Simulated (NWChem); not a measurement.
# Atomisation of trisilane (H8Si3)

```xyz
11

Si     0.0884    -1.9513     0.4230
Si     0.0000     0.0000    -0.8995
Si    -0.0884     1.9513     0.4230
H      0.1371    -3.1721    -0.4352
H      1.3039    -1.9266     1.2899
H     -1.1179    -2.0302     1.2996
H     -1.2078    -0.0545    -1.7801
H      1.2078     0.0545    -1.7801
H      1.1179     2.0302     1.2996
H     -1.3039     1.9266     1.2899
H     -0.1371     3.1721    -0.4352
```
Charge 0, spin multiplicity 1.

Program: NWChem. The geometry was optimised at B3LYP/def2-SVP, a minimum by its harmonic frequencies.

Basis set: def2-TZVP. The atomisation energy is electronic alone: no zero-point, thermal, spin-orbit or counterpoise terms. No value is extrapolated to the basis-set limit. Free atoms are single determinants with multiplicities Si 3, H 2.

B3LYP has NWChem's definition, with VWN1-RPA local correlation. No SCF solution was tested for a lower state. Open-shell Hartree-Fock references start from PBE0 orbitals.

Task: For the atomisation energy, BHandHLYP gives 736.5 kcal/mol and CAM-B3LYP gives 743.6 kcal/mol. What do PBE, B3LYP, HF give?

Result: PBE: 728.2 kcal/mol; B3LYP: 738.2 kcal/mol; HF: 578.2 kcal/mol.
